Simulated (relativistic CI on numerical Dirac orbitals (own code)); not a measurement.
## V⁵⁺ in a cubic cluster: 2p photoemission with charge transfer

Computed with a charge-transfer multiplet model of a cubic metal-ligand cluster with up to 2 ligand holes, Slater and spin-orbit integrals from Dirac-Coulomb-Breit ions, Slater integrals scaled by 0.8. The ground state mixes d0 with configurations of k ligand holes L, whose averages lie at kΔ + k(k − 1)U_dd/2; a core hole lowers each added d electron by U_cd. 300 K, Lorentzian 0.6 eV and Gaussian 0.8 eV FWHM.

Atomic integrals in eV (Slater integrals scaled, ζ unscaled), ground: F2dd 8.057, F4dd 5.049, zeta_d 0.024; with the core hole: F2dd 8.057, F4dd 5.049, zeta_d 0.047, zeta_core 4.606, F2cd 5.989, G1cd 4.613, G3cd 2.623. Where a configuration has fewer than two d electrons, the dd integrals are those of d2.

Cluster parameters (eV): Δ = 1.2, U_cd = 6.5, 10Dq = 0.85, 10Dq(ligand) = 0.7, V(eg) = 3.75, V(t2g) = -1.86, final-state hopping factor = 1.

| Case | n_d | d0 | d1L | d2L2 | S |
| --- | --- | --- | --- | --- | --- |
| U_dd = 3.1 eV | 0.95 | 0.26 | 0.52 | 0.22 | 0.00 |
| U_dd = 5.2 eV | 0.90 | 0.29 | 0.53 | 0.18 | 0.00 |
| U_dd = 6.6 eV | 0.87 | 0.30 | 0.53 | 0.17 | 0.00 |

Weights, n_d and S are thermal averages at 300 K. Binding energies count from the first peak over 30 % of the highest in each spectrum, which can be another peak from case to case. The parameters are a model scan and need not match a compound or its usual spin state. Peaks in eV (height, largest 100):
- U_dd = 3.1 eV: 0.0 (100), 6.3 (17), 7.5 (29), 17.3 (6)
- U_dd = 5.2 eV: 0.0 (100), 6.5 (20), 7.6 (27)
- U_dd = 6.6 eV: 0.0 (100), 6.5 (22), 7.6 (26), 17.1 (5)

A d0 ion has no d-d gap: its lowest excitations are ligand-to-metal charge transfer. With the core hole the average of the configuration with one ligand hole lies at Δ − U_cd = -5.3 eV before mixing: the effective hopping of about 8.2 eV (from the holes of the mixed ground state) is comparable with this gap or larger, so the configurations mix strongly.

With at most 2 ligand holes the space is cut while the next configuration still counts, so covalency is underestimated, and a final configuration with one more ligand hole, which can lie low, is missing from the spectra.
